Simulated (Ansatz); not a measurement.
C2H7Si (SMILES C[SiH]C), doublet, geometry from GFN2-xTB; BLYP/cc-pVDZ (Ansatz, a quantum-chemistry and plane-wave program).

Ansatz was given this input:
Ansatz 0.2 input:
```yaml
crystal:
  periodic: [false, false, false]
  atoms:
    - {symbol: C, position_ang: [-1.56185121, 0.49454230, 0.03245206]}
    - {symbol: Si, position_ang: [-0.00034788, -0.58210181, 0.13677635]}
    - {symbol: C, position_ang: [1.56896069, 0.45505303, -0.12764603]}
    - {symbol: H, position_ang: [-1.64262882, 0.96231092, -0.94808898]}
    - {symbol: H, position_ang: [-2.45903288, -0.09646820, 0.18941523]}
    - {symbol: H, position_ang: [-1.55484237, 1.28825268, 0.77435229]}
    - {symbol: H, position_ang: [-0.06227941, -1.71333633, -0.79530449]}
    - {symbol: H, position_ang: [1.56105374, 0.92190253, -1.11191340]}
    - {symbol: H, position_ang: [2.46231945, -0.15854174, -0.06224444]}
    - {symbol: H, position_ang: [1.65762369, 1.24773351, 0.61007872]}
basis:
  gaussian:
    orbitals: cc-pVDZ
hamiltonian:
  xc: blyp
magnetization: {spin_polarized: true, initial_magnetization: 1}
```

Predict the main parts of the log of this Ansatz run.


```
Functional definition: BLYP
1004 factors; their error is unknown
mean field evaluation 1: about -10049.1533 eV, gradient 5.3e1 eV
mean field evaluation 2: about -10027.6016 eV, gradient 7.5e1 eV
mean field evaluation 4: about -10062.8226 eV, gradient 2.5e0 eV
mean field evaluation 8: about -10062.8671 eV, gradient 6.9e-2 eV
mean field evaluation 16: about -10062.8438 eV, gradient 2.7e-5 eV
mean field -10062.84376142 eV, -369.8026873916 hartree, gradient 2.5e-5 eV, S^2 0.751308; 0 other end points of the search recorded, 0 dependent functions left out
reference -10062.84406267 eV, -369.8026984624 hartree; 17, 16 occupied and 64, 65 virtual orbitals, 1004 factors
Total energy: -10062.84406267 eV, -369.8026984624 hartree
```
